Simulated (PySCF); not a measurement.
# Ionisation energy of Ga⁺ by level of theory

Ga⁺ [Ar] 3d10 4s2 → Ga²⁺ [Ar] 3d10 4s1 [4s1/2^1, M_J = 1/2], as a difference of total energies. Computed with PySCF 2.14 in x2c-TZVPPall-2c (6s7p4d1f, 54 functions), with the two-component X2C-1e Hamiltonian. Correlated levels: [Ne] frozen. "Screened" scales the spin-orbit matrix elements by Boettger's factors to mimic the two-electron term; Breit and QED terms are absent.

| method | ionisation energy (eV) |
| --- | --- |
| GHF (screened spin-orbit) | 18.740 |
| GMP2 (screened spin-orbit) | 19.963 |

Question: How much does correlation contribute at GMP2 (screened spin-orbit)?

Answer: 19.963 − (18.740) = 1.223 eV, measured against GHF (screened spin-orbit).

Errors of the correlated levels include the incompleteness of this basis and the frozen core.

MP2 underrates the near-degeneracy of ns² with np² in the lower species.

For comparison: 20.515 eV (measured; NIST Atomic Spectra Database, ionization energies).
